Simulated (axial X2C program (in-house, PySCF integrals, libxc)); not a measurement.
# MgCa: from Re and ωe to a spectrum

A bond curve at the PBE0 level, 2c, was computed with an axial X2C code built on PySCF integrals (basis Ca dyall-cv3z [11s12p6d4f], Mg dyall-cv3z [9s8p6d3f] (cores contracted in-house)) for the state Ω = 0 (closed shell). Its fit gives Re = 3.8827 Å, ωe = 85.6 cm⁻¹, ωexe = 1.15 cm⁻¹ and αe = 1.213e-03 cm⁻¹; the masses are 39.9626 and 23.9850 u. Two-component means X2C with spin–orbit coupling and atomic mean-field Coulomb and Gaunt terms.

Question: Find the reduced mass, Be and the force constant.

Answer: From the PBE0 values: μ = 14.9889 u. Be = 16.8576/(μ Re²) = 0.0746 cm⁻¹. k = 5.8918×10⁻⁷ μ ωe² = 0.0647 mdyn/Å.

Question: A Morse curve ties αe to the other constants (Pekeris). How well does that hold?

Answer: αe(Morse) = 6Be²/ωe × (√(ωexe/Be) − 1) = 1.142e-03 cm⁻¹; the PBE0 curve gives 1.213e-03 cm⁻¹, a ratio of 0.94.

Question: The dipole moment p changes by 0.34 D/Å at Re. What harmonic infrared intensity follows?

Answer: I = 42.256 × (dp/dR)²/μ = 0.33 km/mol.

Question: Give B0, the J = 1←0 line in GHz and the most populated J at 300 K (kT = 208.5 cm⁻¹).

Answer: B0 = Be − αe/2 = 0.074 cm⁻¹; 2B0 = 4.437 GHz; J(max) ≈ √(kT/2B0) − 1/2 = 37.0, so J = 37.

Question: Estimate the centrifugal constant by the Kratzer relation.

Answer: D = 4Be³/ωe² = 2.27e-07 cm⁻¹.

The state is a single determinant with fixed occupations, the lowest that a limited PBE0 search found. The levels of this run spread widely (ωe from 50 to 97 cm⁻¹), so these constants depend on the method.
